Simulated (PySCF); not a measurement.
## Calculated NMR parameters of C=C[C@@H]1COBO[C@@H]1F

- Formula: C5H8BFO2
- SMILES: C=C[C@@H]1COBO[C@@H]1F
- InChI: InChI=1S/C5H8BFO2/c1-2-4-3-8-6-9-5(4)7/h2,4-6H,1,3H2/t4-,5+/m1/s1
- Point group of the computed structure: C1
- Carbon signals: 5
- Proton signals: 8

Molfile (atoms numbered from 1):
```
C5H8BFO2
     RDKit          3D

 17 17  0  0  0  0  0  0  0  0999 V2000
   -2.7175   -0.1138    0.0036 C   0  0  0  0  0  0  0  0  0  0  0  0
   -1.5403    0.4939    0.1507 C   0  0  0  0  0  0  0  0  0  0  0  0
   -0.2160   -0.1545   -0.1044 C   0  0  2  0  0  0  0  0  0  0  0  0
    0.5743   -0.3430    1.1881 C   0  0  0  0  0  0  0  0  0  0  0  0
    1.8802   -0.8208    0.9459 O   0  0  0  0  0  0  0  0  0  0  0  0
    2.4880   -0.6144   -0.2417 B   0  0  0  0  0  0  0  0  0  0  0  0
    1.8822    0.0700   -1.2663 O   0  0  0  0  0  0  0  0  0  0  0  0
    0.6505    0.6592   -1.0622 C   0  0  2  0  0  0  0  0  0  0  0  0
    0.8446    1.9065   -0.5192 F   0  0  0  0  0  0  0  0  0  0  0  0
   -2.7848   -1.1528   -0.3354 H   0  0  0  0  0  0  0  0  0  0  0  0
   -3.6568    0.4028    0.2161 H   0  0  0  0  0  0  0  0  0  0  0  0
   -1.5016    1.5353    0.4911 H   0  0  0  0  0  0  0  0  0  0  0  0
   -0.3721   -1.1402   -0.5753 H   0  0  0  0  0  0  0  0  0  0  0  0
    0.6377    0.6161    1.7295 H   0  0  0  0  0  0  0  0  0  0  0  0
    0.0614   -1.0634    1.8421 H   0  0  0  0  0  0  0  0  0  0  0  0
    3.5890   -1.0621   -0.4269 H   0  0  0  0  0  0  0  0  0  0  0  0
    0.1673    0.8009   -2.0421 H   0  0  0  0  0  0  0  0  0  0  0  0
  1  2  2  0
  2  3  1  0
  3  4  1  0
  4  5  1  0
  5  6  1  0
  6  7  1  0
  7  8  1  0
  8  9  1  0
  8  3  1  0
  1 10  1  0
  1 11  1  0
  2 12  1  0
  3 13  1  6
  4 14  1  0
  4 15  1  0
  6 16  1  0
  8 17  1  6
M  END
```

[PySCF 2.14.0 with density-fitted response routines: PBE0-D3(BJ)/def2-SVP structure; NMR shieldings at PBE0/pcSseg-1/GIAO; B3LYP/pcJ-1 coupling constants (spin–dipole term only in couplings to heteroatoms); gas phase; a single conformation; non-relativistic Hamiltonian]

Referencing at the same level of theory: $^{1}$H (31.27 ppm) and $^{13}$C (184.41 ppm) against TMS; CFCl3 for $^{19}$F (177.25 ppm); BF3·OEt2 for $^{11}$B (100.73 ppm); H2O for $^{17}$O (334.56 ppm).

```tsv
carbon	δC, type	δH (multiplicity, J in Hz)	HMBC from (abs. J ≥ 3 Hz)	span of the C tensor (ppm)
C1	129.0, CH2	H10 5.60 (m); H11 5.59 (m)	H13	216
C2	142.2, CH	6.00 (m)	H13	237
C3	50.1, CH	2.17 (m)	H12, H10, H11, H17	32
C4	62.1, CH2	H14 4.08 (td, 13.5, 2.2); H15 3.68 (m)	H17, H16, H13	67
C8	104.8, CH	5.40 (dt, 63.5, 1.6)	H16, H15	46
```

Other nuclei:
```json
{"atoms": "H16", "nucleus": "$^{1}$H", "environment": "hydrogen on a boron bonded to 2 O, in a 6-membered ring", "δ (ppm)": "4.23", "σ (ppm)": "27.04"}
{"atoms": "F9", "nucleus": "$^{19}$F", "environment": "fluorine on an sp3 carbon", "δ (ppm)": "-145.8", "σ (ppm)": "323.1"}
{"atoms": "B6", "nucleus": "$^{11}$B", "environment": "boron bonded to 2 O, H, in a 6-membered ring", "δ (ppm)": "24.1", "σ (ppm)": "76.7"}
{"atoms": "O7", "nucleus": "$^{17}$O", "environment": "oxygen bonded to C, B, in a 6-membered ring", "δ (ppm)": "177.5", "σ (ppm)": "157.1"}
{"atoms": "O5", "nucleus": "$^{17}$O", "environment": "oxygen bonded to C, B, in a 6-membered ring", "δ (ppm)": "136.2", "σ (ppm)": "198.4"}
```

Selected couplings (Hz, signed; the shortest-range and largest first, 30 at most; isotopes $^{13}$C, $^{19}$F, $^{11}$B, $^{1}$H): $^{1}J$(C8,F9) -275.8, $^{1}J$(B6,H16) 194.3, $^{1}J$(C8,H17) 189.6, $^{1}J$(C1,H11) 170.5, $^{1}J$(C2,H12) 164.9, $^{1}J$(C1,H10) 164.6, $^{1}J$(C4,H15) 160.1, $^{1}J$(C4,H14) 151.9, $^{1}J$(C3,H13) 134.2, $^{2}J$(F9,H17) 63.5, $^{2}J$(C3,F9) 20.1, $^{2}J$(H14,H15) -13.4, $^{2}J$(B6,C8) -2.3, $^{2}J$(C4,B6) -2.2, $^{2}J$(H10,H11) 2.0, $^{3}J$(F9,H13) 22.8, $^{3}J$(H10,H12) 18.4, $^{3}J$(H13,H14) 13.6, $^{3}J$(H11,H12) 11.5, $^{3}J$(H12,H13) 11.1, $^{3}J$(H13,H15) 6.6, $^{3}J$(C3,B6) 5.7, $^{3}J$(C4,F9) 5.3, $^{3}J$(B6,H17) 4.9, $^{3}J$(B6,H15) 4.0, $^{3}J$(C2,F9) 2.1, $^{3}J$(B6,F9) -2.1, $^{3}J$(H13,H17) 1.9, $^{4}J$(F9,H15) 2.9, $^{4}J$(F9,H14) 2.2.

- δC 142.2: alkene CH; an sp2 carbon of a C=C bond.
- δC 129.0: terminal =CH2 carbon; the olefinic region.
- δC 104.8: sp3 CH bonded to F and O; 2 electronegative neighbours deshield it.
- δC 62.1: sp3 CH2 bonded to O; the inductive effect lowers its shielding.
- δH 6.00: hydrogen on an alkene CH; a vinylic proton, deshielded by the sp2 carbon and the C=C anisotropy.

Hydrogens on boron are broadened and split by $^{11}$B (spin 3/2, 80 %) and 10B (spin 3). C–F couplings over four or more bonds (about 3 Hz to the para carbon of a fluoroarene) are left out. Common functionals overestimate the size of one-bond C–F couplings by tens of Hz; these are unscaled. Multiplet labels drop couplings under 1 Hz and merge nearly equal ones. Unscaled 3J(H,H) at this level run about 10 % above measured values. Shifts are as computed. Against solution values, carbons near 30 ppm lie about +2 ppm off and those near 130 ppm about +5 ppm. Of 1313 compounds with measured shifts, 239 miss one by over three times the rms of a fit or turn the order of signals round; such compounds aren't used in these exercises. Couplings across =CH–CH2 type bonds come from one rotamer and its mirror image, and can be 1–2 Hz further off. Unscaled 19F shifts against computed CFCl3 carry errors that often reach 10 to 50 ppm. Experimental scales use liquid or dissolved standards, which lie at an offset from isolated H2O (liquid H2O: subtract about 36 ppm). Vicinal couplings across rotatable single bonds and in flexible rings belong to the one computed conformer; a conformer average would change them.
